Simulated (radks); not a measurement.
Species: Pb19+. Configuration: [Kr] 4d10 4f14 5s2 5p1.

Calculated with a radial shooting solver on a logarithmic mesh with Libxc functionals: scalar-relativistic Kohn-Sham, BLYP, spin-polarised, spherical densities, finite nucleus; open shells are filled with parallel spins first (spin-orbit coupling, left out, can overturn this in heavy ions); Fermi nuclear charge, rms radius 5.5012 fm.

Energy parts (hartree):
part                       energy
total                 -20744.4569
kinetic                23445.8908
electron-nucleus      -50758.3548
Hartree                 6939.3310
exchange-correlation    -371.3240

Orbitals (lengths in bohr, moments of r in powers of bohr; r(max) is where P^2 peaks):
orbital  occ.  eigenvalue (hartree)    r(max)
1s up       1             -3253.426  0.009847
1s down     1             -3253.418  0.009847
2s up       1             -595.2747   0.05716
2s down     1             -595.2705   0.05716
2p up       3             -513.1831   0.04760
2p down     3             -513.1765   0.04760
3s up       1             -154.8748    0.1611
3s down     1             -154.8698    0.1611
3p up       3             -131.3146    0.1612
3p down     3             -131.3089    0.1612
3d up       5             -107.2600    0.1312
3d down     5             -107.2544    0.1312
4s up       1             -47.01409    0.3616
4s down     1             -47.00384    0.3616
4p up       3             -39.25057    0.3812
4p down     3             -39.23920    0.3813
4d up       5             -30.25280    0.3864
4d down     5             -30.23899    0.3864
4f up       7             -20.29044    0.3455
4f down     7             -20.27287    0.3454
5s up       1             -19.58342    0.7560
5s down     1             -19.50321    0.7548
5p up       1             -17.01883    0.8213
5p down     0             -16.93258    0.8201

The highest occupied level is 5p up at -463.11 eV. Spin moment in Bohr magnetons: 1. The density falls to 0.001 e/bohr^3 at r = 1.72 bohr. The spin density at the nucleus is -16.45 e/bohr^3 (1s -4.28, 2s 1.21, 3s 1.70, 4s 0.06, 5s -15.14).
